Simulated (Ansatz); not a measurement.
`FCS[SiH2]Cl`, charge 0, multiplicity 1.

**Question.** Give a relaxed structure at PBE0-D4/def2-TZVP (Ansatz). (An estimate is asked.)

**Answer.** Computed: 
Cartesian coordinates in Å:
```
F -1.011 -1.658 0.879
C 0.300 -1.268 0.804
S 0.763 -0.728 -0.858
Si -0.247 1.138 -0.935
Cl 0.404 2.395 0.557
H 0.936 -2.124 1.033
H 0.466 -0.466 1.525
H 0.096 1.717 -2.252
H -1.706 0.995 -0.752
```
This is one stationary point; other conformers may exist.
